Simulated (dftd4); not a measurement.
C2H8N, charge +1, singlet, at a GFN2-xTB geometry; dftd4 with D4 for revpbe.

Here is a job for dftd4.
```
$ dftd4 mol.xyz --func revpbe --charge 1 --json dftd4.json --noedisp --property

# file mol.xyz
11

C      1.13626145     0.51800927    -0.17136574
N      0.11223500    -0.53475827    -0.00839106
C     -1.24753940     0.01218899     0.17968525
H      2.12079925     0.07512594    -0.30685866
H      0.90342083     1.13036038    -1.04048709
H      1.15583745     1.15586555     0.71028992
H      0.35547925    -1.11851683     0.80222890
H      0.11904322    -1.14240726    -0.83770577
H     -1.97014570    -0.79293439     0.29559530
H     -1.27499751     0.64006506     1.06826740
H     -1.52741413     0.61455989    -0.68250961
```

It wrote (shortened):

```
                    ____  _____ _____     ____  _  _
      -------------|  _ \|  ___|_   _|---|  _ \| || |------------
     |             | | | | |_    | | ___ | | | | || |_           |
     |             | |_| |  _|   | ||___|| |_| |__   _|          |
     |             |____/|_|     |_|     |____/   |_|            |
     |             ===================================           |
     |            E. Caldeweyher, S. Ehlert & S. Grimme          |
     |          Mulliken Center for Theoretical Chemistry        |
     |                    University of Bonn                     |
      -----------------------------------------------------------

Rational (Becke-Johnson) damping: revpbe-D4-ATM
---------------------
  s6         1.0000
  s8         1.7468
  s9         1.0000
  a1         0.5363
  a2         3.0726
 alp        16.0000
--------------------

Atomic data, radii in Ångström:
------------------------------------------------------
   Z          R(cov)      r4/r2   hardness         EN
------------------------------------------------------
   6 C        1.0000     1.6431     0.4220     2.5500
   7 N        0.9467     1.4350     0.5044     3.0400
   1 H        0.4267     1.0622     0.4726     2.2000
------------------------------------------------------

Atomic reference systems (in atomic units):
----------------------------------------------------------------------------
   Z        #      CN     q+Z       C6(AA)   #      CN     q+Z       C6(AA)
----------------------------------------------------------------------------
   6 C      1  0.0000  6.0000      49.3833   2  0.9189  5.8288      52.1688
            3  1.9079  5.8579      35.6972   4  2.8312  5.7775      35.8445
            5  3.7487  5.7435      28.6317   6  2.9183  5.8956      32.2504
            7  0.8556  6.2103      25.6194
   7 N      1  0.0000  7.0000      25.3714   2  0.8583  6.6470      32.5496
            3  1.8399  6.6987      28.5877   4  2.5804  6.1757      42.3910
            5  0.9809  7.0000      18.1534
   1 H      1  0.0000  1.0000       7.6362   2  0.8942  1.0000       3.0374
----------------------------------------------------------------------------

Atomic properties (in atomic units):
----------------------------------------------------------------------------
     #    Z              CN          q      C6(AA)        C8(AA)   alpha(0)
----------------------------------------------------------------------------
     1    6 C        3.6869    -0.0492     24.1959      699.7874     7.1218
     2    7 N        3.5295    -0.5578     32.8284      724.2213     8.5792
     3    6 C        3.6869    -0.0492     24.1959      699.7874     7.1218
     4    1 H        0.9248     0.1826      1.1915       14.4030     1.7070
     5    1 H        0.9247     0.1757      1.2306       14.8764     1.7348
     6    1 H        0.9247     0.1757      1.2306       14.8764     1.7348
     7    1 H        0.8591     0.2942      0.7308        8.8342     1.3392
     8    1 H        0.8591     0.2942      0.7308        8.8342     1.3392
     9    1 H        0.9248     0.1826      1.1915       14.4030     1.7070
    10    1 H        0.9247     0.1757      1.2306       14.8764     1.7348
    11    1 H        0.9247     0.1757      1.2306       14.8764     1.7348
----------------------------------------------------------------------------

Molecular properties (in atomic units):
----------------------------------------
 molecular C6                 569.8016
 molecular C8               11809.9877
----------------------------------------

Dispersion energy:      -1.6271565217124E-02 Eh

[Info] JSON dump of results written to 'dftd4.json'
```
